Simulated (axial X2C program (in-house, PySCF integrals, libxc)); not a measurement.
Which molecule has these constants?

Calculated with an axial X2C code built on PySCF integrals, spin-free (one-electron X2C) or two-component (2c: spin–orbit coupling with atomic mean-field Coulomb and Gaunt terms, which also bring small scalar terms), in Dyall basis sets with cores contracted in-house; open shells are unrestricted.

A two-component PBE0 calculation in a Dyall 3-zeta basis gave Re = 2.799 Å, ωe = 202.9 cm⁻¹, De = 1.05 eV, dipole magnitude 6.40 D, Ω = 7/2.

Question: Which molecule is it?
A. NaW
B. NaOs
C. NaCs
D. NaIr
E. NaTl

Answer: B. The others have NaW 2.936 Å and 175.6 cm⁻¹ (Ω = 5/2); NaCs 3.896 Å and 98.2 cm⁻¹ (Ω = 0); NaTl 3.157 Å and 133.9 cm⁻¹ (Ω = 0); NaIr 2.664 Å and 227.8 cm⁻¹ (Ω = 3).

Each entry is the lowest single determinant of a limited PBE0 search at one distance. De goes to single-determinant-based atoms at the same level (for ions the charge split of lowest energy) and is withheld (n/a) where an atom does not fit its ground term or J level. Main or longest-lived isotopes. One determinant is a doubtful description, or other states lie close, for NaOs, NaW, NaTl, NaIr; these need not be ground states, and all values refer to the states named. With several unpaired electrons the Ω given is that of one determinant, not necessarily of the lowest component. The functionals have no current term, which raises determinants with orbital currents.
